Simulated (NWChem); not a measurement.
Molecule: CH5Cl2FSi2; SMILES C[Si@H](F)[SiH](Cl)Cl

```xyz
11

C     -0.8619    -2.7097    -0.6271
Si     0.5460    -1.5567    -0.2309
F      0.9179    -1.6823     1.3529
Si    -0.0760     0.6781    -0.5921
Cl     1.3819     1.9493     0.1345
Cl    -1.8530     1.0012     0.4252
H     -1.0801    -2.6980    -1.7071
H     -0.6085    -3.7422    -0.3402
H     -1.7722    -2.4090    -0.0867
H      1.7766    -1.8834    -1.0096
H     -0.3136     1.0374    -2.0180
```
Atoms are numbered in this order, from 1.

Program: NWChem. All runs use the structure optimised with PBE0/def2-SVP. Level: PBE0/def2-SVP with SMD (1 M gas to 1 M solution), gas-phase geometry. Reactions with the solvent are ignored.

For solvent toluene:

* **solvation free energy (kcal/mol)**: -4.2
* **cavity-dispersion-structure term (kcal/mol)**: -2.0
* **dipole in solution (D)**: 3.49

Task: What are these values for solvent water?

Result: solvation free energy (kcal/mol): -0.1
cavity-dispersion-structure term (kcal/mol): 4.0
dipole in solution (D): 3.95
